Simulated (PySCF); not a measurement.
C₆ coefficients of unlike pairs at revPBE

Calculated with PySCF 2.14 from the dipole response of each species, C₆(A,B) = (3/π) ∫ α_A(iu) α_B(iu) du, in atomic units, from isotropic polarisabilities. For ions this is the dispersion term alone; charge-induced terms of lower order in 1/R come first.

```
species           configuration                                                                 basis      relativity  α (bohr³)  C₆ (like pair)
    O²⁺       [He] 2s2 2p2 (3P)                                            aug-cc-pCVTZ-DK (7s6p4d2f)   spin-free X2C      1.747           2.348
     Hf  [Xe] 4f14 5d2 6s2 (3F)  def2-TZVPPD with the def2 core potential (60 electrons) (6s5p3d2f1g)  core potential      99.88            1293
    Cu⁺          [Ar] 3d10 (1S)                           aug-cc-pVQZ-PP with ECP10MDF (7s7p6d4f3g2h)  core potential      7.795           25.81
    V³⁺           [Ar] 3d2 (3F)                                             aug-cc-pVDZ-DK (7s6p4d2f)   spin-free X2C      2.045           4.924
```

Task: Estimate C₆ for Cu⁺ with Hf.

Result: The integral gives 157.9. The combination rule 2 C_A C_B / (C_A α_B/α_A + C_B α_A/α_B) gives 154.6 and the geometric mean 182.7.

No spin-orbit coupling is included.

The other pairs:

```
    pair     C₆
 V³⁺, Hf  53.81
 Hf, O²⁺  42.13
Cu⁺, O²⁺  7.656
V³⁺, Cu⁺  10.67
V³⁺, O²⁺  3.351
```
